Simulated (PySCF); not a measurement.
Simulation results for Cl$_{2}$H$_{2}$OSi

Computed with PySCF 2.14.0. Calculation on a computer-drawn molecule: optimised geometry and harmonic frequencies of an isolated molecule of the commonest isotopes, restricted reference for singlets and unrestricted otherwise, frozen core in MP2.

Cl$_{2}$H$_{2}$OSi

Start structure:
```xyz
6
Cl2H2OSi
O     -0.5246    -0.2479     1.1469
Si    -0.0470     0.9589     0.1777
Cl    -1.6620     2.0188    -0.5151
Cl     1.1678     2.2677     1.1894
H     -1.0157    -0.0804     1.9385
H      0.6786     0.3816    -0.9427
```

It was run with charge 0, multiplicity 1, method MP2 and basis cc-pV(D+d)Z.

Drawn bonds:
```csv
atom,other atom,order
1,2,1
2,3,1
2,4,1
1,5,1
2,6,1
```

**Q.** What total energy does the calculation give for Cl$_{2}$H$_{2}$OSi?
**A.** -1284.6916 hartree

Further results for Cl$_{2}$H$_{2}$OSi:

* rotational constants: 4.563, 2.483, 1.743 GHz
* convergence status largest gradient component: 2.591e-05 hartree/bohr

Optimised structure:
```xyz
6
Cl2H2OSi
O     -0.5178    -0.2876     1.1415
Si    -0.0503     0.9638     0.1826
Cl    -1.6607     2.0267    -0.5141
Cl     1.1653     2.2752     1.1880
H     -1.0172    -0.0583     1.9376
H      0.6778     0.3789    -0.9409
```

Modes:
```csv
frequency (cm⁻¹),reduced mass (dalton)
191,20.27
194.9,1.647
301.8,6.537
313,2.415
524.4,15.44
600.5,12.43
801.9,1.292
829.2,1.096
895.8,1.309
936.7,3.156
2385,1.043
3882,1.067
```
